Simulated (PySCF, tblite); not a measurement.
Potential energy curve for CuH, singlet.

- NEVPT2 = SC-NEVPT2 on CASSCF(2,2)/def2-SVP, all electrons correlated run with PySCF 2.14.0
- UHF/def2-SVP (PySCF)
- UCCSD = CCSD on UHF/def2-SVP, 5 core orbitals frozen (PySCF)
- GFN2-xTB, 300 K electronic temperature (tblite)

Energies are in eV, each relative to the lowest point of its own curve near equilibrium.

```json
[
 {"R / Å": "1.19", "NEVPT2": "0.622", "UHF": "1.230", "UCCSD": "0.794", "GFN2-xTB": "[?]"},
 {"R / Å": "1.27", "NEVPT2": "0.205", "UHF": "0.666", "UCCSD": "0.365", "GFN2-xTB": "0.173"},
 {"R / Å": "1.34", "NEVPT2": "0.067", "UHF": "0.349", "UCCSD": "0.151", "GFN2-xTB": "0.042"},
 {"R / Å": "1.38", "NEVPT2": "0.025", "UHF": "0.223", "UCCSD": "[?]", "GFN2-xTB": "0.008"},
 {"R / Å": "1.45", "NEVPT2": "0.000", "UHF": "0.080", "UCCSD": "0.009", "GFN2-xTB": "0.000"},
 {"R / Å": "1.49", "NEVPT2": "[?]", "UHF": "0.033", "UCCSD": "0.000", "GFN2-xTB": "0.017"},
 {"R / Å": "1.53", "NEVPT2": "0.027", "UHF": "0.007", "UCCSD": "0.008", "GFN2-xTB": "0.047"},
 {"R / Å": "1.57", "NEVPT2": "0.059", "UHF": "0.000", "UCCSD": "[?]", "GFN2-xTB": "0.086"},
 {"R / Å": "1.62", "NEVPT2": "0.112", "UHF": "0.012", "UCCSD": "0.075", "GFN2-xTB": "0.147"},
 {"R / Å": "1.73", "NEVPT2": "0.269", "UHF": "0.105", "UCCSD": "[?]", "GFN2-xTB": "[?]"},
 {"R / Å": "1.83", "NEVPT2": "0.444", "UHF": "0.245", "UCCSD": "0.404", "GFN2-xTB": "0.497"},
 {"R / Å": "1.98", "NEVPT2": "0.731", "UHF": "0.510", "UCCSD": "0.704", "GFN2-xTB": "0.838"},
 {"R / Å": "2.25", "NEVPT2": "1.239", "UHF": "0.892", "UCCSD": "1.250", "GFN2-xTB": "1.601"},
 {"R / Å": "2.44", "NEVPT2": "1.552", "UHF": "1.059", "UCCSD": "1.589", "GFN2-xTB": "2.211"},
 {"R / Å": "2.70", "NEVPT2": "1.894", "UHF": "1.200", "UCCSD": "1.960", "GFN2-xTB": "3.062"},
 {"R / Å": "2.96", "NEVPT2": "2.133", "UHF": "1.279", "UCCSD": "2.213", "GFN2-xTB": "3.845"},
 {"R / Å": "3.28", "NEVPT2": "2.313", "UHF": "1.329", "UCCSD": "2.386", "GFN2-xTB": "4.628"},
 {"R / Å": "3.67", "NEVPT2": "2.424", "UHF": "1.358", "UCCSD": "2.469", "GFN2-xTB": "5.292"},
 {"R / Å": "4.00", "NEVPT2": "2.468", "UHF": "1.369", "UCCSD": "2.493", "GFN2-xTB": "5.653"},
 {"R / Å": "4.44", "NEVPT2": "2.493", "UHF": "1.376", "UCCSD": "2.504", "GFN2-xTB": "5.939"},
 {"R / Å": "5.16", "NEVPT2": "2.505", "UHF": "1.378", "UCCSD": "2.509", "GFN2-xTB": "—"},
 {"R / Å": "5.90", "NEVPT2": "2.508", "UHF": "1.379", "UCCSD": "2.510", "GFN2-xTB": "—"}
]
```

### Question
What belongs in the gaps?

### Answer

- 1.19, GFN2-xTB: 0.492
- 1.38, UCCSD: 0.076
- 1.49, NEVPT2: 0.007
- 1.57, UCCSD: 0.030
- 1.73, UCCSD: 0.226
- 1.73, GFN2-xTB: 0.315

Dashes: no converged value, or the column stops at the first point that the program doubted or that broke a chosen test of continuity, which isn't proof of a fault.

The unrestricted determinant behind UHF, UCCSD is spin-contaminated at 1.98 to 5.90 Å (<S²> up to 1.0, against 0.00 for a pure singlet).
